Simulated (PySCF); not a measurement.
Delta-SCF ions had no search for a lower state. Excitations are Tamm–Dancoff values on a coarser integration grid. The basis has no diffuse functions, so Rydberg states are missing or too high.

Species: C9H10SSi, SMILES `[SiH3]c1cc(C)cc2sccc12` (charge 0, multiplicity 1).

### Question
Predict the vertical ionisation energy (Delta-SCF), LUMO and S1–T1 gap (TDA) from M06-2X/def2-TZVP // B3LYP-D3(BJ)/def2-SVP (PySCF 2.14.0).

### Answer

| Quantity | Result |
|---|---|
| vertical ionisation energy (Delta-SCF) | 8.16 eV |
| LUMO | -0.34 eV |
| S1–T1 gap (TDA) | 1.20 eV |
